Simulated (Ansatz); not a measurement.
Ge4H6⁻. The state is a doublet with charge -1. Geometry PBE-D4/def2-SVP, that of the neutral singlet; atoms count from 1.

```xyz
10

Ge   -0.2908    1.4532    1.1188
Ge    0.9216   -1.5194   -0.5386
Ge    0.7547    0.8848   -1.0349
Ge   -1.0671   -0.8521    0.7476
H     0.7255    1.5821    2.2831
H     0.7737   -2.5474   -1.6915
H    -0.4697    0.9431   -2.0350
H    -2.1586   -0.6672   -0.3824
H    -1.3281    2.6055    1.1816
H     2.1387   -1.8827    0.3513
```

The highest occupied level of the charge -1 doublet lies above zero (up to 0.39 eV). By energy differences its removal costs 1.14 eV (vertical, to the charge 0 singlet, at PBE0-D4/def2-TZVPD); a positive level beside a positive removal energy at the same level points to self-interaction error. The structure comes from a short search, and lower isomers may exist.

Estimate the Mulliken populations from the PBE0/def2-TZVPD orbitals of Ansatz.


```json
{"atom": "Ge1", "charge (e)": "-0.12", "spin (α − β)": "0.20"}
{"atom": "Ge2", "charge (e)": "-0.12", "spin (α − β)": "0.20"}
{"atom": "Ge3", "charge (e)": "-0.50", "spin (α − β)": "0.32"}
{"atom": "Ge4", "charge (e)": "-0.50", "spin (α − β)": "0.32"}
{"atom": "H5", "charge (e)": "0.02", "spin (α − β)": "-0.01"}
{"atom": "H6", "charge (e)": "0.00", "spin (α − β)": "-0.02"}
{"atom": "H7", "charge (e)": "0.09", "spin (α − β)": "0.01"}
{"atom": "H8", "charge (e)": "0.09", "spin (α − β)": "0.01"}
{"atom": "H9", "charge (e)": "0.00", "spin (α − β)": "-0.02"}
{"atom": "H10", "charge (e)": "0.02", "spin (α − β)": "-0.01"}
```
Mulliken values and Mayer orders depend strongly on the basis. With diffuse functions, as here, like atoms can get unlike values, and bond orders can come out too low or too high.

Where does the spin sit?

Summed by element: Ge 1.03, H -0.03, of 1 unpaired in all. Largest on single atoms: Ge3 0.32, Ge4 0.32, Ge2 0.20.

And the Mayer bond orders between bonded heavy atoms (over 0.3)?

Ge1–Ge3 0.86 (2.46 Å); Ge1–Ge4 0.86 (2.46 Å); Ge2–Ge3 0.86 (2.46 Å); Ge2–Ge4 0.86 (2.46 Å). Values over 0.3 also appear between atoms too far apart for a bond (Ge3–Ge4 0.38 at 3.08 Å); they arise where an orbital or an unpaired electron spreads over both atoms.
